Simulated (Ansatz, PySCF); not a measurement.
C4H5FO2 (SMILES C=C(F)C(=O)OC), singlet, at a GFN2-xTB geometry, with bond 11-7 at 1.8 times its length. Base run: CASSCF(4,5)/STO-3G (PySCF).

PySCF was given this input:
```python
from pyscf import gto, scf, mcscf
import numpy

mol = gto.Mole()
mol.atom = '''
    C    -2.15014687   -0.55085453   -0.73440341
    C    -1.07404008   -0.49982847    0.03576137
    F    -1.02793564   -1.13924091    1.21755393
    C     0.16204153    0.25253455   -0.32244262
    O     0.28142013    0.87837169   -1.34564682
    O     1.09786179    0.14632852    0.61587585
    C     2.31646759    0.83011244    0.36603768
    H    -2.14763970   -0.02623542   -1.67173638
    H    -3.02673030   -1.10314185   -0.44715679
    H     2.94229270    0.66177945    1.23824123
    H     3.17570047    0.11876274   -1.25222217
    H     2.12949060    1.89646219    0.22411180
'''
mol.basis = 'sto-3g'
mol.verbose = 4
mol.build()

mf = scf.RHF(mol)
mf.kernel()
mc = mcscf.CASSCF(mf, 5, 4)
mc.fix_spin_(ss=0.0)
mc.kernel()
occ = numpy.linalg.eigvalsh(mc.fcisolver.make_rdm1(mc.ci, mc.ncas, mc.nelecas))[::-1]
ss = mc.fcisolver.spin_square(mc.ci, mc.ncas, mc.nelecas)[0]
print('natural occupations', occ.round(4), ' <S^2>', round(ss, 4))
```

Programs used: Ansatz (a first-principles code), PySCF; a row that names a program was run with it.

Variants of this job, named by their change:

```json
[
 {"change": "base", "ΔE vs base (mEh)": "0.000", "natural occupations": "1.89 1.72 0.28 0.11 0.00", "<S^2> of the state": "0.00"},
 {"change": "code = ansatz", "ΔE vs base (mEh)": "-4.050", "natural occupations": "-", "<S^2> of the state": "-"},
 {"change": "active space = 6 electrons, 4 orbitals", "ΔE vs base (mEh)": "39.253", "natural occupations": "2.00 2.00 1.72 0.28", "<S^2> of the state": "0.00"},
 {"change": "active space = 10 electrons, 8 orbitals", "ΔE vs base (mEh)": "-48.277", "natural occupations": "2.00 2.00 1.91 1.87 1.72 0.28 0.14 0.08", "<S^2> of the state": "0.00"},
 {"change": "orbitals = fixed (CASCI)", "ΔE vs base (mEh)": "43.812", "natural occupations": "1.92 1.82 0.18 0.08 0.00", "<S^2> of the state": "0.00"},
 {"change": "correction = SC-NEVPT2", "ΔE vs base (mEh)": "-287.3", "natural occupations": "1.89 1.72 0.28 0.11 0.00", "<S^2> of the state": "0.00"},
 {"change": "solver = newton", "ΔE vs base (mEh)": "0.000", "natural occupations": "1.89 1.72 0.28 0.11 0.00", "<S^2> of the state": "0.00"},
 {"change": "active space = 2 electrons, 2 orbitals", "ΔE vs base (mEh)": "39.597", "natural occupations": "1.72 0.28", "<S^2> of the state": "0.00"},
 {"change": "conv_tol = 1e-5", "ΔE vs base (mEh)": "0.000", "natural occupations": "1.89 1.72 0.28 0.11 0.00", "<S^2> of the state": "0.00"},
 {"change": "fix_spin_ = off", "ΔE vs base (mEh)": "0.000", "natural occupations": "1.89 1.72 0.28 0.11 0.00", "<S^2> of the state": "0.00"},
 {"change": "active space = 8 electrons, 6 orbitals", "ΔE vs base (mEh)": "-1.019", "natural occupations": "2.00 2.00 1.89 1.72 0.28 0.11", "<S^2> of the state": "0.00"}
]
```

Active orbitals are taken around the Fermi level unless the row says otherwise; CASSCF can end in different local minima, and two programs can end on different orbitals. State-averaged rows give the lowest state.
